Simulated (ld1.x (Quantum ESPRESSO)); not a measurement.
# Transferability test, TM potential for boron (B)

| Property | Result |
| --- | --- |
| Element | boron |
| Generator | ld1.x (Quantum ESPRESSO) 7.5 |
| Type | norm-conserving Troullier–Martins (Kleinman–Bylander form) |
| Functional | PBE |
| Relativity | scalar-relativistic |
| Frozen core | [He] |
| Valence charge | 3 |
| Reference configuration | 2s2 2p1 |
| Partial waves | 2p (bound): rc 2.65 bohr; 2s (bound): rc 1.20 bohr |
| Local potential | the s channel |
| Core correction | Bessel-smoothed model core inside 1.15 bohr |

Energies are relative to the spin-unpolarised reference configuration 2s2 2p1; without spin polarisation the order of configurations can differ from experiment.

| valence configuration | charge | ΔE all-electron (eV) | error AE − PS (meV) |
| --- | --- | --- | --- |
| 2s2 2p0 | +1 | 8.220 | +52 |
| 2s1 2p0 | +2 | 33.642 | +195 |
| 2s1 2p1 | +1 | 14.361 | -27 |
| 2s0 2p3 | 0 | 11.721 | -37 |
| 2s1 2p2 | 0 | 5.851 | -9.1 |

Problem. What are ΔE and the potential's error for 2s2 2p0.5?

Solution. ΔE = 2.887 eV all-electron; the error (AE − PS) is +6.6 meV.

Problem. What are ΔE and the potential's error for 2s2 2p1.3?

Solution. ΔE = -0.738 eV all-electron; the error (AE − PS) is +0.5 meV.
